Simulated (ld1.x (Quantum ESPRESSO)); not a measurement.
## Ranking TM potentials for Si (Z = 14)

All share these settings but for the change named:

```
Element                 : Si
Generator               : ld1.x (Quantum ESPRESSO) 7.5
Type                    : norm-conserving Troullier–Martins (Kleinman–Bylander form)
Functional              : PBE
Relativity              : scalar-relativistic
Frozen core             : [Ne]
Valence charge          : 4
Reference configuration : 3s1.5 3p2.5
Partial waves           : 3s (bound): rc 1.55 bohr; 3p (bound): rc 2.30 bohr
Local potential         : all-electron potential smoothed inside 2.25 bohr (lloc = -1)
Core correction         : Bessel-smoothed model core inside 1.00 bohr
```

Cutoff: the first of the cutoffs (Ry, on a coarse ladder) from which the occupation-weighted sum of valence levels, in a spherical-Bessel basis at the reference potential, stays within 10 and 1 mRy of its value at 400 Ry; the density cutoff is not measured.

The base gives 15 Ry.

Of 5 variants that were run, those that failed, showed a ghost or another fault, or gave nearly equal values are left out.

Problem. Rank these variants from softest to hardest (loose cutoff).
A. all radii but the core radius scaled by about 0.90 (s 1.40, p 2.08 bohr); local potential all-electron potential smoothed inside 2.04 bohr (lloc = -1)
B. all radii but the core radius scaled by about 0.75 (s 1.16, p 1.74 bohr); local potential all-electron potential smoothed inside 1.70 bohr (lloc = -1)
C. all radii but the core radius scaled by about 1.16 (s 1.80, p 2.68 bohr); local potential all-electron potential smoothed inside 2.62 bohr (lloc = -1)

Solution. C (12 Ry), A (30 Ry), B (60 Ry).
